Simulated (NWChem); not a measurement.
System: H2BO3 anion

Input file for NWChem:

```
start job
memory heap 200 mb stack 900 mb global 1100 mb
charge -1
geometry units angstroms noautoz
  O      0.005702    -1.488052     0.000007
  B      0.000807    -0.207555     0.000002
  O     -1.214765     0.601893    -0.000291
  O      1.210146     0.611170     0.000291
  H     -1.047834     1.548194     0.017924
  H      1.035967     1.556164    -0.017956
end
basis spherical
  O library 6-31g*
  B library 6-31g*
  H library 6-31g*
end
dft
  xc b3lyp
  iterations 150
  mulliken
end
task dft energy
```

Sets without diffuse functions describe the anion's extra electron poorly. Structure relaxed at the B3LYP/def2-SVPD level. The highest occupied level is positive, so the extra electron may be held by the finite basis.

Task: Predict the main results of this run. (B3LYP/6-31G* (spherical d).) Quantities: basis functions; energy (Ha); highest occupied level (eV); orbital gap (eV).

Result: The number of basis functions is 60 and the energy (Ha) is -251.85. The highest occupied level (eV) is 0.62 and the orbital gap (eV) is 5.74.
